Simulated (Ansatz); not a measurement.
`NB(F)Br`, 6 atoms. The species carries charge 0 and has multiplicity 1. Correlated methods include outer-core shells of Br, which these sets cover unevenly. Scalar relativity is left out up to krypton. All runs use 2 threads of a server CPU on a shared host. Correlated methods freeze the cores.

**Question.** How many basis functions does each run have, and how long does it take in Ansatz? RHF-CCSD(T)/def2-TZVPP energy; RKS PBE0-D4/def2-TZVP frequencies; RKS PBE0-D4/def2-QZVPP energy; RKS PBE-QIDH (frozen core)/def2-TZVPP energy; RHF-MP2/def2-QZVPP energy; RKS PBE0-D4/def2-TZVP relaxation (5 steps); RKS r2SCANh-D4/def2-TZVPP energy; direct RPA on PBE orbitals/def2-TZVPP energy; RKS ωB97M-V/def2-QZVPP energy; RKS ωB97M-V/def2-SVP energy; RHF-CCSD(T)/def2-SVP energy; RKS BLYP-D4/def2-TZVPP energy. (Estimate.)

**Answer.** Computed: Other jobs shared the machine, so times are rough.

```csv
level,job,functions,wall time,peak host memory (GiB)
RKS BLYP-D4/def2-TZVPP,energy,169,2.1 s,0.19
RHF-CCSD(T)/def2-SVP,energy,84,4 s,0.28
direct RPA on PBE orbitals/def2-TZVPP,energy,169,4.2 s,0.31
RKS r2SCANh-D4/def2-TZVPP,energy,169,4.6 s,0.38
RKS PBE-QIDH (frozen core)/def2-TZVPP,energy,169,4.9 s,0.36
RKS ωB97M-V/def2-SVP,energy,84,5.5 s,0.23
RKS PBE0-D4/def2-QZVPP,energy,320,7 s,0.84
RHF-MP2/def2-QZVPP,energy,320,16 s,1.2
RKS ωB97M-V/def2-QZVPP,energy,320,18 s,1
RKS PBE0-D4/def2-TZVP,relaxation (5 steps),153,19 s,0.34
RHF-CCSD(T)/def2-TZVPP,energy,169,70 s,1.6
RKS PBE0-D4/def2-TZVP,frequencies,153,82 s,0.34
```
